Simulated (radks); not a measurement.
Values are calculated unless marked as measured or tabulated.
Q: These are the eigenvalues of the occupied orbitals of an atom or ion with whole-number occupations (eV). Level of theory: scalar-relativistic Kohn-Sham, BLYP, spin-polarised, spherical densities, finite nucleus; Fermi nuclear charge, rms radius of each element as measured or else 0.836 A^(1/3) + 0.57 fm (a radial shooting solver on a logarithmic mesh with Libxc functionals).

orbital  eigenvalue
1s up     -25387.82
1s down   -25387.50
2s up     -3783.611
2s down   -3782.889
2p up     -3399.765
2p down   -3399.155
3s up     -736.5544
3s down   -735.9698
3p up     -610.5113
3p down   -609.8786
3d up     -411.6637
3d down   -410.8732
4s up     -145.9274
4p up     -108.5237
4p down   -105.4541
4d up      -53.8632
4d down    -51.2451
5d up      -17.1756

Which element is it, and in what charge state? The configuration may be excited. Open shells, if any, are filled with parallel spins first.

A: Z = 47, silver, charge +3: Ag3+ in [Ar] 3d10 4s1 4p6 4d8 5d1. The list shows which subshells hold electrons but not how many an open one holds; the 1s level, -932.99 hartree, gives Z - s = 43.2 by -(Z - s)^2/2, which with screening and relativity narrows Z to a few neighbours, and the depths of the outer levels then fix element, charge and occupations together.
